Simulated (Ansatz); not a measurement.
Computed with Ansatz on PBE0-D4/def2-TZVP structures; ΔE is electronic, products minus reactants. CCSD(T)/CBS adds triple-zeta CCSD(T) − MP2 to the extrapolated MP2 energy (def2 sets, frozen cores). This one scheme is used for every species. Functionals use def2-TZVPP. Each species was taken in one conformer, which may not be the lowest.

Reaction (ligand exchange at the Al–O bond): `C[O][AlH][O]C` + `BN` → `B[NH][AlH][O]C` + CH₃OH

```csv
level,ΔE (kJ/mol)
PBE0-D4,60.0
MP2/CBS(def2),63.6
```

Task: What does CCSD(T)/CBS give? (Best estimate.)

Result: Computed: +62.0 kJ/mol. The listed levels differ from it by -2.0, 1.6 kJ/mol.

Largest T1 diagnostic among the species: 0.013.

In def2-TZVPP, CCSD(T) changes the Hartree–Fock value by −20.4 kJ/mol (the triples alone add −3.3 kJ/mol) and MP2 by −18.8 kJ/mol.
